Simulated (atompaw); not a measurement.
**Reading a pseudo-wave (Eu (Z = 63))**

Columns: radius, all-electron u(r) and pseudo u(r) of the 5p shell (level -23.77 eV) of europium in the configuration [Kr] 4d10 4f7 5s2 5p6 5d0 6s2 6p0; PBE, scalar-relativistic, PAW (atompaw) scheme, atompaw 4.2.0.5.

```json
{"r (bohr)": "0.104", "all-electron": "0.0471", "pseudo": "0.0089"}
{"r (bohr)": "0.208", "all-electron": "0.2730", "pseudo": "0.0352"}
{"r (bohr)": "0.312", "all-electron": "-0.1171", "pseudo": "0.0775"}
{"r (bohr)": "0.415", "all-electron": "-0.4172", "pseudo": "0.1331"}
{"r (bohr)": "0.519", "all-electron": "-0.4325", "pseudo": "0.2004"}
{"r (bohr)": "0.623", "all-electron": "-0.2453", "pseudo": "0.2756"}
{"r (bohr)": "0.727", "all-electron": "0.0222", "pseudo": "0.3552"}
{"r (bohr)": "0.831", "all-electron": "0.2885", "pseudo": "0.4352"}
{"r (bohr)": "0.935", "all-electron": "0.5137", "pseudo": "0.5122"}
{"r (bohr)": "1.038", "all-electron": "0.6830", "pseudo": "0.5820"}
{"r (bohr)": "1.142", "all-electron": "0.8002", "pseudo": "0.6431"}
{"r (bohr)": "1.246", "all-electron": "0.8699", "pseudo": "0.6924"}
{"r (bohr)": "1.350", "all-electron": "0.9009", "pseudo": "0.7283"}
{"r (bohr)": "1.454", "all-electron": "0.9017", "pseudo": "0.7499"}
{"r (bohr)": "1.558", "all-electron": "0.8804", "pseudo": "0.7570"}
{"r (bohr)": "1.662", "all-electron": "0.8434", "pseudo": "0.7503"}
{"r (bohr)": "1.765", "all-electron": "0.7968", "pseudo": "0.7313"}
{"r (bohr)": "1.869", "all-electron": "0.7436", "pseudo": "0.7014"}
{"r (bohr)": "1.973", "all-electron": "0.6875", "pseudo": "0.6629"}
{"r (bohr)": "2.077", "all-electron": "0.6309", "pseudo": "0.6184"}
{"r (bohr)": "2.181", "all-electron": "0.5752", "pseudo": "0.5700"}
{"r (bohr)": "2.285", "all-electron": "0.5218", "pseudo": "0.5204"}
{"r (bohr)": "2.388", "all-electron": "0.4719", "pseudo": "0.4718"}
{"r (bohr)": "2.492", "all-electron": "0.4247", "pseudo": "0.4248"}
{"r (bohr)": "2.596", "all-electron": "0.3811", "pseudo": "0.3811"}
{"r (bohr)": "2.700", "all-electron": "0.3411", "pseudo": "0.3411"}
```

Q: How many radial nodes do the two functions have?

A: The all-electron 5p function has n − l − 1 = 3 (the table is too coarse to show those close to the nucleus); the pseudo-wave has 0, since the states of the same l below it are removed with the core.

Q: Where does each function peak?

A: Outermost all-electron maximum near 1.45 bohr, pseudo maximum near 1.56 bohr (to the table’s step).

Q: Is the pseudo-wave norm-conserving?

A: No, it belongs to a PAW set: the norm inside the radius is not constrained, and the difference is carried by the augmentation charge.
